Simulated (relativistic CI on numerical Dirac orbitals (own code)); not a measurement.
## d9 in a ligand field

Computed with a parametric ligand-field model of a d^n configuration (Racah B and C, spin-orbit zeta, crystal field), exact diagonalisation.

Field parameters in Wybourne normalisation: Oh B⁴₀ = 21Dq, B⁴₄ = √(5/14) B⁴₀. The field is a parameter set, without covalency.

(1) Ground term and bands for B = 670, C = 2890, ζ = 0 cm⁻¹, Oh, 10Dq = 24790 cm⁻¹?

(2) Ground term and bands for B = 670, C = 2890, ζ = 0 cm⁻¹, Oh, 10Dq = 4690 cm⁻¹?

(3) Ground term and bands for B = 670, C = 2890, ζ = 0 cm⁻¹, Oh, 10Dq = 6030 cm⁻¹?

(4) Ground term and bands for B = 670, C = 2890, ζ = 0 cm⁻¹, Oh, 10Dq = 2010 cm⁻¹?

(5) Ground term and bands for B = 670, C = 2890, ζ = 0 cm⁻¹, Oh, 10Dq = 16750 cm⁻¹?

## Answers

(1) Ground term 2E with 3.00 electrons in the two orbitals of the cubic e set. Spin-allowed: 2T2 24790 cm⁻¹ (403 nm). Lowest spin-forbidden: none.

(2) Ground term 2E with 3.00 electrons in the two orbitals of the cubic e set. Spin-allowed: 2T2 4690 cm⁻¹ (2132 nm). Lowest spin-forbidden: none.

(3) Ground term 2E with 3.00 electrons in the two orbitals of the cubic e set. Spin-allowed: 2T2 6030 cm⁻¹ (1658 nm). Lowest spin-forbidden: none.

(4) Ground term 2E with 3.00 electrons in the two orbitals of the cubic e set. Spin-allowed: 2T2 2010 cm⁻¹. Lowest spin-forbidden: none.

(5) Ground term 2E with 3.00 electrons in the two orbitals of the cubic e set. Spin-allowed: 2T2 16750 cm⁻¹ (597 nm). Lowest spin-forbidden: none.
